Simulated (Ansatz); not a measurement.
Geometry optimisation, RKS BHLYP-D4/def2-SVP in Ansatz 0.2.0.

input.yaml

```yaml
crystal:
  periodic: [false, false, false]
  atoms:
    - { symbol: C, position_ang: [-1.2263, -1.5207, 0.4465] }
    - { symbol: Al, position_ang: [0.3667, -0.5748, 1.0992] }
    - { symbol: F, position_ang: [1.4772, -1.457, 2.1618] }
    - { symbol: "N", position_ang: [0.8089, 1.2509, 0.6059] }
    - { symbol: Si, position_ang: [0.8316, 1.3015, -1.1945] }
    - { symbol: H, position_ang: [-0.9902, -2.3481, -0.1671] }
    - { symbol: H, position_ang: [-1.8682, -1.7924, 1.3012] }
    - { symbol: H, position_ang: [-1.8158, -0.7548, -0.2038] }
    - { symbol: H, position_ang: [-0.0914, 1.823, 0.9368] }
    - { symbol: H, position_ang: [1.1017, 2.6935, -1.5714] }
    - { symbol: H, position_ang: [-0.4559, 0.8729, -1.745] }
    - { symbol: H, position_ang: [1.9387, 0.4506, -1.6356] }
basis:
  gaussian: { orbitals: def2-SVP }
hamiltonian:
  xc: { name: BHLYP }
  dispersion: d4
relax:
  f_tol: 0.015
  max_steps: 40
```

Run as:

```bash
$ ansatz run input.yaml --threads 2 --pin off --max-ram 3072MiB --backend cpu --events-out ev --progress --plain --runs-dir out
```

Where does it end, and by what steps?

The run converged. After 37 steps the energy has fallen by 1.413 eV; H12 moved furthest, 2.05 Å.

| step | energy less start (eV) | largest force component (eV/Å) | accepted |
| --- | --- | --- | --- |
| 0 | 0.0000 | 3.354 | yes |
| 2 | -0.9226 | 1.324 | yes |
| 4 | -1.0413 | 0.722 | yes |
| 6 | -1.1294 | 0.667 | yes |
| 8 | -1.2410 | 0.471 | yes |
| 10 | -1.3210 | 0.339 | yes |
| 12 | -1.3665 | 0.128 | yes |
| 14 | -1.3727 | 0.057 | yes |
| 16 | -1.3813 | 0.183 | yes |
| 18 | -1.3934 | 0.115 | yes |
| 20 | -1.4015 | 0.155 | yes |
| 22 | -1.4076 | 0.135 | yes |
| 24 | -1.4092 | 0.046 | yes |
| 26 | -1.4100 | 0.030 | yes |
| 28 | -1.4103 | 0.032 | yes |
| 30 | -1.4110 | 0.044 | yes |
| 32 | -1.4113 | 0.102 | no |
| 34 | -1.4122 | 0.046 | yes |
| 36 | -1.4126 | 0.020 | yes |
| 37 | -1.4126 | 0.015 | yes |

```xyz
12
Properties=species:S:1:pos:R:3
C -0.875 -1.883 0.400
Al -0.008 -0.380 1.246
F 0.239 -0.379 2.887
N 0.588 1.064 0.406
Si 0.572 1.505 -1.268
H -0.192 -2.739 0.349
H -1.749 -2.208 0.973
H -1.197 -1.657 -0.621
H 1.021 1.752 1.008
H 1.939 1.703 -1.813
H -0.182 2.760 -1.516
H -0.079 0.405 -2.017
```

Time of the run: 75 s on 2 threads of Intel(R) Xeon(R) 6975P-C (Granite Rapids), with other jobs on the host, peak memory 0.27 GiB.
